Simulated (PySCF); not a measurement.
HgI2, SMILES [I][Hg][I]. Atoms are numbered in the order given.

```xyz
3

Hg     0.0000     0.0000     0.0000
I      0.0000     0.0000    -2.6330
I      0.0000     0.0000     2.6330
```

Geometry optimised at PBE-D3(BJ)/def2-SVP. The isomer is the one that the SMILES or the coordinates give; other isomers of the formula were not compared. The def2 effective core potentials stand for the cores of Hg, I; spin–orbit coupling is left out.

Level of theory: C-PCM-PBE0/def2-SVP run with PySCF 2.14.0.

The values are the electrostatic part of the solvation free energy, E(continuum) − E(gas) at the gas-phase geometry, in a cavity of scaled van der Waals radii (PySCF's table); cavitation and dispersion terms are not included. A continuum can't describe solvent molecules that bind to the metal. In vacuum the orbital gap is 4.66 eV. The dipole moment in vacuum is 0.00 D.

| solvent | ε | ΔG(elec) (kcal/mol) | dipole (D) | gap (eV) |
|---|---|---|---|---|
| water | 78.36 | -11.4 | 0.00 | 5.05 |
| dichloromethane | 8.93 | -9.9 | 0.00 | 5.00 |
| ethylethanoate | 5.99 | -9.1 | 0.00 | 4.98 |
